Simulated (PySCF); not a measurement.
## Circular dichroism: `C[C@@H]1CS[Si@](C)(F)S1`, C4H9FS2Si

Molfile (atoms numbered from 1):
```
C4H9FS2Si
     RDKit          3D

 17 17  0  0  0  0  0  0  0  0999 V2000
   -2.6298    0.6433    0.2198 C   0  0  0  0  0  0  0  0  0  0  0  0
   -1.2267    0.1920   -0.1461 C   0  0  2  0  0  0  0  0  0  0  0  0
   -1.0188   -1.2782    0.1580 C   0  0  0  0  0  0  0  0  0  0  0  0
    0.6508   -1.8363   -0.3255 S   0  0  0  0  0  0  0  0  0  0  0  0
    1.6479   -0.1234    0.4924 Si  0  0  2  0  0  4  0  0  0  0  0  0
    3.0628    0.5081   -0.5794 C   0  0  0  0  0  0  0  0  0  0  0  0
    2.2569   -0.4857    1.9475 F   0  0  0  0  0  0  0  0  0  0  0  0
   -0.0034    1.2016    0.8020 S   0  0  0  0  0  0  0  0  0  0  0  0
   -3.3634    0.0868   -0.3596 H   0  0  0  0  0  0  0  0  0  0  0  0
   -2.8149    0.4777    1.2784 H   0  0  0  0  0  0  0  0  0  0  0  0
   -2.7458    1.7032    0.0110 H   0  0  0  0  0  0  0  0  0  0  0  0
   -1.0294    0.3849   -1.2041 H   0  0  0  0  0  0  0  0  0  0  0  0
   -1.7193   -1.8872   -0.4135 H   0  0  0  0  0  0  0  0  0  0  0  0
   -1.1515   -1.4797    1.2219 H   0  0  0  0  0  0  0  0  0  0  0  0
    3.8306   -0.2536   -0.6672 H   0  0  0  0  0  0  0  0  0  0  0  0
    3.5116    1.3860   -0.1262 H   0  0  0  0  0  0  0  0  0  0  0  0
    2.7354    0.7725   -1.5797 H   0  0  0  0  0  0  0  0  0  0  0  0
  1  2  1  0
  2  3  1  0
  3  4  1  0
  4  5  1  0
  5  6  1  0
  5  7  1  1
  5  8  1  0
  8  2  1  0
  1  9  1  0
  1 10  1  0
  1 11  1  0
  2 12  1  6
  3 13  1  0
  3 14  1  0
  6 15  1  0
  6 16  1  0
  6 17  1  0
M  END
```

Computed, not measured: TDDFT wB97X-D/def2-SVPD circular dichroism and optical rotation, one conformer, gas phase in PySCF 2.14.0. Geometry: GFN2-xTB.

(1) Assign R or S to each stereocentre.

(2) List the lowest 16 singlet excitations with oscillator and rotatory strengths.

Answers

(1) C2 R, Si5 S.

(2) Rotatory strengths R in 10⁻⁴⁰ esu² cm², velocity form and length form (origin at the centre of mass); f in length form.
| state | E (eV) | λ (nm) | f | R (velocity) | R (length) | main |
| --- | --- | --- | --- | --- | --- | --- |
| 1 | 5.42 | 229 | 0.0004 | -2.2 | -2.3 | HOMO→LUMO 0.84 |
| 2 | 5.73 | 216 | 0.002 | +7.0 | +5.9 | HOMO−1→LUMO 0.77 |
| 3 | 6.76 | 184 | 0.019 | -32.7 | -33.1 | HOMO→LUMO+1 0.61, HOMO−1→LUMO+2 0.14 |
| 4 | 6.84 | 181 | 0.053 | +11.2 | +11.2 | HOMO→LUMO+2 0.51, HOMO−1→LUMO+1 0.19 |
| 5 | 7.02 | 177 | 0.0006 | -0.6 | 0.0 | HOMO−2→LUMO 0.60, HOMO→LUMO+7 0.10 |
| 6 | 7.29 | 170 | 0.020 | +49.6 | +50.4 | HOMO−1→LUMO+1 0.32, HOMO→LUMO+4 0.12 |
| 7 | 7.40 | 168 | 0.057 | +24.0 | +24.8 | HOMO→LUMO+3 0.25, HOMO→LUMO+5 0.18 |
| 8 | 7.52 | 165 | 0.012 | -16.9 | -14.8 | HOMO→LUMO+3 0.18, HOMO−1→LUMO+8 0.11 |
| 9 | 7.60 | 163 | 0.006 | +11.5 | +12.0 | HOMO−1→LUMO+2 0.17, HOMO−3→LUMO 0.15 |
| 10 | 7.68 | 161 | 0.037 | -37.5 | -36.9 | HOMO−1→LUMO+2 0.14, HOMO−3→LUMO 0.14 |
| 11 | 7.76 | 160 | 0.023 | -5.0 | -5.3 | HOMO−1→LUMO+10 0.13, HOMO→LUMO+4 0.11 |
| 12 | 7.87 | 157 | 0.030 | -32.3 | -32.1 | HOMO−3→LUMO 0.27, HOMO→LUMO+7 0.11 |
| 13 | 7.89 | 157 | 0.042 | -17.2 | -14.9 | HOMO→LUMO+5 0.21, HOMO→LUMO+8 0.19 |
| 14 | 7.96 | 156 | 0.015 | +4.4 | +4.6 | HOMO→LUMO+6 0.18, HOMO→LUMO+4 0.16 |
| 15 | 8.04 | 154 | 0.025 | +33.4 | +33.4 | HOMO−1→LUMO+3 0.26, HOMO−1→LUMO+5 0.16 |
| 16 | 8.09 | 153 | 0.016 | -6.0 | -6.7 | HOMO−1→LUMO+8 0.27, HOMO→LUMO+6 0.18 |

Among the states computed, the strongest CD band (largest |R|) is state 6. The largest dissymmetry factor in size, g = 4R/(D+G), with D and G the electric and magnetic dipole strengths, is -0.047 for state 1 (velocity form, f = 0.0004), among bands with |R| over 0.5. The mirror image has the same energies and oscillator strengths and all R with the opposite sign.
